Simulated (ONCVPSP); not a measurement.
Reading a pseudo-wave (chromium)

Columns: radius, all-electron u(r) and pseudo u(r) of the 3d shell (level -3.13 eV) of chromium in the configuration [Ne] 3s2 3p6 3d5 4s1; LDA (Perdew-Wang 92), scalar-relativistic, ONCV scheme, ONCVPSP 4.0.1.

| r (bohr) | all-electron | pseudo |
| --- | --- | --- |
| 0.078 | 0.0252 | 0.0029 |
| 0.155 | 0.1181 | 0.0219 |
| 0.232 | 0.2508 | 0.0690 |
| 0.310 | 0.3913 | 0.1504 |
| 0.388 | 0.5174 | 0.2636 |
| 0.465 | 0.6186 | 0.3973 |
| 0.542 | 0.6948 | 0.5387 |
| 0.620 | 0.7480 | 0.6733 |
| 0.698 | 0.7804 | 0.7837 |
| 0.775 | 0.7961 | 0.8594 |
| 0.852 | 0.7992 | 0.8989 |
| 0.930 | 0.7927 | 0.9046 |
| 1.008 | 0.7793 | 0.8831 |
| 1.085 | 0.7613 | 0.8437 |
| 1.162 | 0.7402 | 0.7956 |
| 1.240 | 0.7167 | 0.7468 |
| 1.318 | 0.6921 | 0.7042 |
| 1.395 | 0.6672 | 0.6702 |
| 1.472 | 0.6423 | 0.6426 |
| 1.550 | 0.6173 | 0.6173 |
| 1.628 | 0.5928 | 0.5928 |
| 1.705 | 0.5693 | 0.5693 |
| 1.782 | 0.5464 | 0.5464 |
| 1.860 | 0.5241 | 0.5241 |
| 1.938 | 0.5026 | 0.5026 |
| 2.015 | 0.4823 | 0.4823 |

(1) How many radial nodes do the two functions have?

(2) At about which radius was the pseudo-wave matched?

(3) Is the pseudo-wave norm-conserving?

Results:

(1) The all-electron 3d function has n − l − 1 = 0; the pseudo-wave has 0.

(2) 1.55 bohr. The columns agree to 0.0005 from 1.47 bohr on; several derivatives are matched, so the curves merge somewhat inside the radius.

(3) Yes: the ONCV scheme keeps the norm inside the radius equal to the all-electron one, which fixes the energy derivative of the logarithmic derivative at the level.
